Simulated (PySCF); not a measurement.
Input of a run (PBE0-D3(BJ)/def2-SVP geometry optimisation, gas phase (PySCF 2.14.0)), started from GFN2-xTB:
```
{"job": {"xc": "PBE0", "basis": "def2-SVP", "d3": "d3bj", "grid": 1, "kind": "geom"}, "charge": 0, "multiplicity": 1}
C      2.906784    -0.511535    -0.175037
C      1.839757     0.147889     0.136089
C      0.729845     0.772167     0.426278
B     -0.678506     0.220845     0.098938
C     -1.945470     1.087102     0.473791
C     -0.859670    -1.178358    -0.609057
H      3.404359    -0.371881    -1.121036
H      3.354652    -1.221252     0.501490
H      0.821975     1.729951     0.929444
H     -2.834259     0.488434     0.661095
H     -1.789271     1.738048     1.331760
H     -2.186245     1.739283    -0.367367
H      0.051917    -1.562895    -1.059627
H     -1.633149    -1.155397    -1.374726
H     -1.187130    -1.914412     0.126053
```

Output (energies in Eh, forces in Eh/bohr):
```
step   0  E = -220.32599429  max force = 0.011314
step   1  E = -220.32814548  max force = 0.001907
step   2  E = -220.32818082  max force = 0.000562
step   3  E = -220.32819921  max force = 0.000696
step   4  E = -220.32820844  max force = 0.000406
optimisation converged
```

Summarise the run.

The energy falls by 0.060 eV over 5 energy and gradient evaluations, the largest force component goes from 0.0113 to 4.1e-04 Eh/bohr, and the atoms move by 0.036 Å rms after alignment. Among the bonds, C1–H7, C1–H8, C5–H12 and C6–H15 change most and about equally (+0.016 to +0.017 Å). Bonds longer at the end by more than 0.005 Å: 12 of 14; shorter: 2. Among the angles that change most is B4–C5–H12, from 108.8° to 106.2°. The energy never rose by more than 1e-6 Eh on the way. The first step brought 97 % of the lowering.

What are the final bond lengths?

C1=C2 1.306 Å, C2=C3 1.317 Å, C3–B4 1.563 Å, B4–C5 1.574 Å, B4–C6 1.572 Å, C1–H7 1.095 Å, C1–H8 1.095 Å, C3–H9 1.099 Å, C5–H10 1.101 Å, C5–H11 1.101 Å, C5–H12 1.108 Å, C6–H13 1.099 Å, C6–H14 1.102 Å, C6–H15 1.106 Å. Numbering counts from 1 in the input's order; the species is `C=C=CB(C)C`.

The run used 129 basis functions and 32 SCF cycles in all. Hardware: one thread, Arm Neoverse V2 (aarch64), shared host. Cost: 20 s wall, 0.63 GiB resident at most.

Not checked by PBE0-D3(BJ)/def2-SVP frequencies.

Shape of the structure used: `[CH2:1]=[C:2]=[CH:3][B:4]([CH3:5])[CH3:6]`: C2–C3–B4–C5 -178°.
